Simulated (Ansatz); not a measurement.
Mulliken charges of CH5NOSSi (`NC(=S)[SiH2]O`) from r2SCAN/def2-TZVPP in Ansatz (PBE0-D4/def2-TZVP geometry).

```tsv
atom	x (Å)	y (Å)	z (Å)	charge (e)
N1	-0.485	0.902	1.333	-0.244
C2	0.346	-0.068	0.964	0.080
S3	1.397	-0.865	1.945	-0.318
Si4	0.375	-0.631	-0.825	0.517
O5	-0.759	0.322	-1.569	-0.442
H6	-0.508	1.211	2.294	0.176
H7	-1.096	1.333	0.657	0.193
H8	1.727	-0.411	-1.391	-0.080
H9	0.013	-2.066	-0.899	-0.080
H10	-0.925	0.222	-2.507	0.197
```

Problem. By hand: the dipole of these point charges (1 e Å = 4.8032 D).

Solution. Σ q r = (-0.391, 0.293, -0.380) e Å, of length 0.619 e Å = 2.97 D.

Problem. How does the dipole of the full density compare? (Estimate.)

Solution. Computed: (-0.581, 0.460, -0.484) e Å, 4.25 D; the point charges give 0.70 times that, at 5° from its direction.

Point charges leave out the atoms' own dipoles, such as those of lone pairs, and Mulliken's split depends on the basis, so the two needn't agree.
